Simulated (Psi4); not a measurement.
C₅H₁₁ (SMILES [CH2]CCCC), doublet, geometry from GFN2-xTB; HF/6-311++G** run with Psi4.

The Psi4 input:
```
memory 2 GB

molecule {
0 2
C    -1.86322084   -0.26249423    0.81633593
C    -0.98166494    0.83254935    0.38076256
C    -0.16223408    0.47199011   -0.86724929
C     0.79874315   -0.69281539   -0.62707033
C     1.97056503   -0.32541017    0.27536823
H    -2.04954554   -0.44739525    1.85550543
H    -2.40029132   -0.84043383    0.08905334
H    -1.58444871    1.72046316    0.12459824
H    -0.32066128    1.13388378    1.19589314
H    -0.85335877    0.20063816   -1.66841816
H     0.40285723    1.34766018   -1.19473533
H     0.24190779   -1.52052792   -0.18170466
H     1.18863768   -1.02981834   -1.59067616
H     2.65618177   -1.16518317    0.36401183
H     2.51746774    0.52111854   -0.13539365
H     1.62812360   -0.06332318    1.27298319
}

set {
  basis 6-311++g**
  reference uhf
  s_tolerance 1e-5
  s_orthogonalization canonical
}

energy('scf')
print_variables()
```

Task: Predict the main parts of the log of this Psi4 run.

Result: 
```
   => Loading Basis Set <=

    Name: 6-311++G**
    Role: ORBITAL
    Keyword: BASIS

         ---------------------------------------------------------
                                   SCF
               by Justin Turney, Rob Parrish, Andy Simmonett
                          and Daniel G. A. Smith
                              UHF Reference
         ---------------------------------------------------------

  ==> Geometry <==

    Molecular point group: c1
    Full point group: C1

    Geometry (in Angstrom), charge = 0, multiplicity = 2:

       Center              X                  Y                   Z               Mass
    ------------   -----------------  -----------------  -----------------  -----------------
         C           -1.843305481644    -0.264488992439     0.818165987335    12.000000000000
         C           -0.961749581644     0.830554587561     0.382592617335    12.000000000000
         C           -0.142318721644     0.469995347561    -0.865419232665    12.000000000000
         C            0.818658508356    -0.694810152439    -0.625240272665    12.000000000000
         C            1.990480388356    -0.327404932439     0.277198287335    12.000000000000
         H           -2.029630181644    -0.449390012439     1.857335487335     1.007825032230
         H           -2.380375961644    -0.842428592439     0.090883397335     1.007825032230
         H           -1.564533351644     1.718468397561     0.126428297335     1.007825032230
         H           -0.300745921644     1.131889017561     1.197723197335     1.007825032230
         H           -0.833443411644     0.198643397561    -1.666588102665     1.007825032230
         H            0.422772588356     1.345665417561    -1.192905272665     1.007825032230
         H            0.261823148356    -1.522522682439    -0.179874602665     1.007825032230
         H            1.208553038356    -1.031813102439    -1.588846102665     1.007825032230
         H            2.676097128356    -1.167177932439     0.365841887335     1.007825032230
         H            2.537383098356     0.519123777561    -0.133563592665     1.007825032230
         H            1.648038958356    -0.065317942439     1.274813247335     1.007825032230

  Running in c1 symmetry.

  Rotational constants: A =      0.28304  B =      0.09750  C =      0.09197 [cm^-1]
  Rotational constants: A =   8485.31666  B =   2922.88697  C =   2757.11155 [MHz]
  Nuclear repulsion =  182.849438512402401

  Charge       = 0
  Multiplicity = 2
  Electrons    = 41
  Nalpha       = 21
  Nbeta        = 20

  ==> Algorithm <==

  SCF Algorithm Type is DF.
  DIIS enabled.
  MOM disabled.
  Fractional occupation disabled.
  Guess Type is SAD.
  Energy threshold   = 1.00e-06
  Density threshold  = 1.00e-06
  Integral threshold = 1.00e-12

  ==> Primary Basis <==

  Basis Set: 6-311++G**
    Blend: 6-311++G**
    Number of shells: 105
    Number of basis functions: 187
    Number of Cartesian functions: 192
    Spherical Harmonics?: true
    Max angular momentum: 2

   => Loading Basis Set <=

    Name: (6-311++G** AUX)
    Role: JKFIT
    Keyword: DF_BASIS_SCF

  ==> Integral Setup <==

  SCF_SUBTYPE=INCORE selected. In-core MEM_DF algorithm will be used.
  Using in-core AOs.

  ==> MemDFJK: Density-Fitted J/K Matrices <==

    J tasked:                   Yes
    K tasked:                   Yes
    wK tasked:                   No
    Algorithm:                 Core
    Schwarz Cutoff:           1E-12
    Mask sparsity (%):       1.9732
    Fitting Condition:        1E-10

   => Auxiliary Basis Set <=

  Basis Set: (6-311++G** AUX)
    Blend: AUG-CC-PVTZ-JKFIT
    Number of shells: 304
    Number of basis functions: 1026
    Number of Cartesian functions: 1260
    Spherical Harmonics?: true
    Max angular momentum: 4

    Using canonical orthogonalization.
  Minimum eigenvalue in the overlap matrix is 2.6234006659E-05.
  Reciprocal condition number of the overlap matrix is 1.5384276541E-06.

  ==> Pre-Iterations <==

  SCF Guess: Superposition of Atomic Densities via on-the-fly atomic UHF (no occupation information).

   -------------------------
    Irrep   Nso     Nmo
   -------------------------
     A        187     187
   -------------------------
    Total     187     187
   -------------------------

  ==> Iterations <==

                           Total Energy        Delta E     RMS |[F,P]|

   @DF-UHF iter SAD:  -195.16203887578186   -1.95162e+02   0.00000e+00
   @DF-UHF iter   1:  -195.48926935878782   -3.27230e-01   3.34758e-03 ADIIS/DIIS
   @DF-UHF iter   2:  -195.69512244348107   -2.05853e-01   1.61492e-03 ADIIS/DIIS
   @DF-UHF iter   3:  -195.74406810043223   -4.89457e-02   3.19831e-04 ADIIS/DIIS
   @DF-UHF iter   4:  -195.74832788324463   -4.25978e-03   8.78531e-05 DIIS
   @DF-UHF iter   5:  -195.74864265727388   -3.14774e-04   3.94167e-05 DIIS
   @DF-UHF iter   6:  -195.74873013807164   -8.74808e-05   1.69638e-05 DIIS
   @DF-UHF iter   7:  -195.74874881313272   -1.86751e-05   6.71037e-06 DIIS
   @DF-UHF iter   8:  -195.74875166067460   -2.84754e-06   2.48136e-06 DIIS
   @DF-UHF iter   9:  -195.74875204962100   -3.88946e-07   9.63666e-07 DIIS
  Energy and wave function converged.

  ==> Post-Iterations <==

   @Spin Contamination Metric:   1.285754727E-02
   @S^2 Expected:                7.500000000E-01
   @S^2 Observed:                7.628575473E-01
   @S   Expected:                5.000000000E-01
   @S   Observed:                5.000000000E-01

    Orbital Energies [Eh]
    ---------------------

    Alpha Occupied:

[...]
    Alpha Virtual:

[...]
     187A     25.176329

    Beta Occupied:

[...]
    Beta Virtual:

[...]
    Final Occupation by Irrep:
              A
    DOCC [    20 ]
    SOCC [     1 ]
    NA   [    21 ]
    NB   [    20 ]

  @DF-UHF Final Energy:  -195.74875204962100

   => Energetics <=

    Nuclear Repulsion Energy =            182.8494385124024006
    One-Electron Energy =                -624.8463624039980004
    Two-Electron Energy =                 246.2481718419745960
    Total Energy =                       -195.7487520496210038

  UHF NO Occupations:
  HONO-2 :   19  A 1.9990881
  HONO-1 :   20  A 1.9962555
  HONO-0 :   21  A 1.0000000
  LUNO+0 :   22  A 0.0037445
  LUNO+1 :   23  A 0.0009119
  LUNO+2 :   24  A 0.0008790
  LUNO+3 :   25  A 0.0007741

Computation Completed

Properties will be evaluated at   0.000000,   0.000000,   0.000000 [a0]

Properties computed using the SCF density matrix

 Multipole Moments:

 ------------------------------------------------------------------------------------
     Multipole            Electronic (a.u.)      Nuclear  (a.u.)        Total (a.u.)
 ------------------------------------------------------------------------------------

 L = 1.  Multiply by 2.5417464519 to convert [e a0] to [Debye]
 Dipole X            :         -1.5269773            1.5430177            0.0160404
 Dipole Y            :          0.1927902           -0.1545515            0.0382387
 Dipole Z            :         -0.1781115            0.1417902           -0.0363212
 Magnitude           :                                                    0.0551246

 ------------------------------------------------------------------------------------

  Variable Map:
  ----------------------------------------------------------------------------
[...]
  Array Variable Map:
  ----------------------------------------------------------------------------
[...]
[...]
```
